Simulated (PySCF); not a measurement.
# Reading the logs of faulty runs: B2H5N2

These are calculations, not measurements. They come from PySCF 2.14.0, an open-source quantum chemistry program, on an isolated molecule that a program drew, which may never have been made. The molecule is B2H5N2 (charge 0, doublet), drawn as the SMILES string `[BH]NBN`.

Each row is a Hartree-Fock (HF) and frozen-core CCSD(T) single point in the cc-pVDZ basis, meant for a local HF minimum. Run 1 is clean. Each other run has one planted mistake out of seven kinds, and not every kind appears here: one electron removed, one electron added, multiplicity raised by two, geometry at a saddle point, minimal basis STO-3G, one bond length entered in bohr, all coordinates scaled. The reference is restricted for singlets and unrestricted otherwise, and also for a bond in bohr. Adding or removing an electron swaps singlet and doublet. Electrons count all cores. HOMO and LUMO are orbital energies over both spins, the gradient is its largest component, and the lowest frequency (negative if imaginary) is given only where the gradient is small. Bond lengths are over the 8 bonds as drawn. T1 is the CCSD diagnostic: over 0.02 (restricted) or 0.045 (unrestricted) a single reference is doubtful.

Geometry of the clean run:
```xyz
9
B2H5N2, angstrom
B    -1.0322    0.3225   -2.7051
N    -0.4878   -0.9032   -2.3239
B    -0.0358   -1.3460   -1.0135
N    -0.0916   -0.5400    0.1240
H    -1.2221    1.2526   -1.9695
H    -0.3886   -1.5864   -3.0493
H     0.4046   -2.4601   -0.9164
H    -0.4419    0.3945    0.1304
H     0.2239   -0.8642    1.0122
```

| run | electrons | basis functions | <S^2> | HOMO (eV) | LUMO (eV) | gradient (hartree/bohr) | lowest frequency (cm^-1) | mean bond (Å) | longest bond (Å) | T1 | HF (hartree) | CCSD(T) (hartree) | mistake |
|---|---|---|---|---|---|---|---|---|---|---|---|---|---|
| 1 | 29 | 81 | 0.755 | -8.72 | 3.07 | 1.6e-05 | 176 | 1.2055 | 1.455 | 0.0153 | -161.24622 | -161.78387 | no fault |
| 2 | 30 | 81 | 0.000 | 1.25 | 9.05 | 7.7e-02 | - | 1.2055 | 1.455 | 0.0154 | -161.15456 | -161.72868 | one electron added |
| 3 | 28 | 81 | 0.000 | -16.15 | -6.34 | 9.9e-02 | - | 1.2055 | 1.455 | 0.0203 | -160.96907 | -161.50560 | one electron removed |
| 4 | 29 | 81 | 0.755 | -8.84 | 2.94 | 2.3e-02 | - | 1.2380 | 1.494 | 0.0163 | -161.23993 | -161.78302 | ? |
| 5 | 29 | 81 | 3.831 | -4.15 | -0.90 | 1.4e-01 | - | 1.2055 | 1.455 | 0.0732 | -161.03274 | -161.56944 | ? |

**Which mistake was planted in run 4, and what did it cost?**

The mean and the longest bond both change by the same factor, 1.027, and the gradient is no longer small. So the mistake is: all coordinates scaled. Subtracting run 1 and multiplying by 627.51 kcal/mol a hartree, the energy moved by 3.9 kcal/mol in HF and 0.5 kcal/mol in CCSD(T).

**Which mistake was planted in run 5, and what did it cost?**

Electrons, basis and geometry are unchanged, and <S^2> is 3.831, beside S(S+1) = 3.75 for a multiplicity of 4. So the mistake is: multiplicity raised by two. Subtracting run 1 and multiplying by 627.51 kcal/mol a hartree, the energy moved by 134.0 kcal/mol in HF and 134.6 kcal/mol in CCSD(T).

Cautions from the logs. Run 2: the HOMO is above zero, so the electron isn't bound and the energy depends on the basis; run 3: T1 is over the limit, so its CCSD(T) energy is less reliable; run 5: T1 is over the limit, so its CCSD(T) energy is less reliable.
